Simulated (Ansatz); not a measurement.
`N[SiH](O)[Si](N)(Cl)Cl` + `N[Si](O)(O)O` → `N[Si](O)(Cl)Cl` + `N[SiH](O)[Si](N)(O)O`  (redistribution)

Calculated with Ansatz (gas phase, PBE0-D4/def2-TZVP geometries, no zero-point term in ΔE). CCSD(T)/CBS is the MP2 limit (def2-TZVPP, def2-QZVPP) plus CCSD(T) − MP2 in def2-TZVPP, frozen cores. This one scheme is used for every species. DFT in def2-TZVPP. B3LYP here is the variant with VWN-RPA as its local correlation; programs differ in this. Each species was taken in one conformer, which may not be the lowest.

| level | ΔE (kJ/mol) | difference from CCSD(T)/CBS |
| --- | --- | --- |
| PBE-D4 | 16.8 | -0.8 |
| PBE0-D4 | 18.9 | 1.3 |
| B3LYP-D4 | 18.9 | 1.3 |
| ωB97M-V | 17.5 | -0.1 |
| B2PLYP | 16.9 | -0.7 |
| PBE | 15.3 | -2.3 |
| r2SCAN | 17.6 | 0.0 |
| B3LYP | 16.6 | -1.0 |
| HF/def2-TZVPP | 21.4 | 3.8 |
| MP2/def2-TZVPP | 18.2 | 0.6 |
| CCSD(T)/def2-TZVPP | 17.9 | 0.3 |
| MP2/def2-QZVPP | 17.8 | 0.2 |
| SCS-MP2/def2-QZVPP | 17.5 | -0.1 |
| HF/CBS(def2) | 20.9 | 3.3 |
| MP2/CBS(def2) | 17.8 | 0.2 |
| CCSD/CBS(def2) | 17.9 | 0.3 |
| CCSD(T)/CBS | 17.6 | 0 |

Largest T1 diagnostic among the species: 0.012.

In def2-TZVPP, CCSD(T) changes the Hartree–Fock value by −3.5 kJ/mol (the triples alone add −0.3 kJ/mol) and MP2 by −3.3 kJ/mol.
